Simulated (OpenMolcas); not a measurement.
Mo III.

| Quantity | Value |
| --- | --- |
| Program | OpenMolcas |
| Method | CASSCF |
| Basis | ANO-RCC-VTZP [7s6p4d2f1g] |
| Scalar Hamiltonian | DKH2, point nucleus |
| Active space | 4 electrons in 6 orbitals (4d 5s) |
| State averaging | 2S+1 = 5 even, 15 roots; 2S+1 = 3 even, 95 roots; 2S+1 = 1 even, 90 roots |
| Spin-orbit coupling | RASSI with atomic mean-field integrals over the reference wave functions, term energies averaged over their components |

Levels without dynamic correlation, in cm⁻¹ above 4d⁴ ⁵D₀:

```csv
Level,E
4d⁴ ³F₂(1),17081
4d⁴ ³P₀(1),14295
4d⁴ ³H₄,15148
4d⁴ ³G₃,19348
```

On this reference, MS-CASPT2, IPEA 0.25 Eh, imaginary shift 0.1 Eh (closed shells correlated: 4s 4p) puts 4d⁴ ³F₂(1) at 15130 cm⁻¹.

**Question.** Estimate the other levels at that method by one scale factor, and say how well it serves.

**Answer.** The factor is 15130 / 17081 = 0.886. Scaled values beside those that MS-CASPT2 gives and measured ones (Sugar and Musgrove, J. Phys. Chem. Ref. Data 17, 155 (1988)):
```json
{"Level": "4d⁴ ³P₀(1)", "Scaled": "12665", "MS-CASPT2": "12150", "Miss (%)": "+4.2", "Measured": "11149"}
{"Level": "4d⁴ ³H₄", "Scaled": "13421", "MS-CASPT2": "13970", "Miss (%)": "-3.9", "Measured": "12680"}
{"Level": "4d⁴ ³G₃", "Scaled": "17142", "MS-CASPT2": "17210", "Miss (%)": "-0.4", "Measured": "15871"}
```
For these levels the scaled values miss MS-CASPT2 by up to 4.2 %, as correlation changes each term by its own factor, spin-orbit parts do not scale and CASPT2 has its own spread within terms. This holds within one configuration; levels of others move differently, and the target method has errors of its own against measurement.

CASPT2 does not keep the components of a term degenerate, so their means are used; among the terms shown or strongly mixed into the levels shown the widest spread is 200 cm-1 (4d⁴ ³F(1), MS-CASPT2). Configurations are named by rounded mean occupations; where the s occupation lies near a half they are strongly mixed, a name can repeat and a true partner stay unpaired. Without dynamic correlation excited terms often stand tens of per cent too high (terms of higher spin than the ground term too low), and those without a measured partner can miss by more than the paired ones (holds for CASSCF). Blocks of more than 70 roots (2S+1 = 3 even, 1 even) ran without multistate coupling (holds for MS-CASPT2). Computed and measured levels are paired by configuration, term and J; levels that our copy of the source lacks, or whose pairing is in doubt (as where it misses far off the trend of its configuration), stay unpaired and out of the deviations. Only configurations of the active space appear.

A number in round brackets counts repeated terms of one configuration in the order of the reference energies.
